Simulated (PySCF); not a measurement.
## Basis and Hamiltonian dependence of the excitation energy of Re

Re [Xe] 4f14 5d5 6s2 (6S) → Re [Xe] 4f14 5d6 6s1 (6D). All values are computed (PySCF 2.14, energy differences of UHF-based or UKS calculations, no spin-orbit coupling). Values in eV.

```json
{"basis": "def2-TZVPPD with the def2 core potential (60 electrons)", "Hamiltonian": "ECP", "functions": "59", "UHF": "1.812", "PBE": "1.219", "PBE0": "1.283", "MP2 (valence)": "1.656", "CCSD(T) (valence)": "1.764"}
{"basis": "aug-cc-pVTZ-PP with ECP60MDF", "Hamiltonian": "ECP", "functions": "88", "UHF": "1.848", "PBE": "1.226", "PBE0": "1.301", "MP2 (valence)": "1.692", "CCSD(T) (valence)": "1.800"}
{"basis": "def2-QZVPPD with the def2 core potential (60 electrons)", "Hamiltonian": "ECP", "functions": "91", "UHF": "1.813", "PBE": "1.218", "PBE0": "1.283", "MP2 (valence)": "1.642", "CCSD(T) (valence)": "1.754"}
{"basis": "x2c-TZVPPall", "Hamiltonian": "spin-free X2C", "functions": "97", "UHF": "1.821", "PBE": "1.273", "PBE0": "1.330", "MP2 (valence)": "1.310", "CCSD(T) (valence)": "1.424"}
{"basis": "ANO-RCC-VTZP", "Hamiltonian": "spin-free X2C", "functions": "104", "UHF": "1.830", "PBE": "1.289", "PBE0": "1.339", "MP2 (valence)": "1.700", "CCSD(T) (valence)": "1.851"}
{"basis": "aug-cc-pVQZ-PP with ECP60MDF", "Hamiltonian": "ECP", "functions": "135", "UHF": "1.848", "PBE": "1.224", "PBE0": "1.300", "MP2 (valence)": "1.631", "CCSD(T) (valence)": "n/a"}
{"basis": "cc-pV5Z-PP with ECP60MDF", "Hamiltonian": "ECP", "functions": "148", "UHF": "1.846", "PBE": "1.222", "PBE0": "1.298", "MP2 (valence)": "1.598", "CCSD(T) (valence)": "n/a"}
```

Frozen in the all-electron rows: valence: [Xe] 4f14; with a core potential, the same shells as far as they lie outside it.
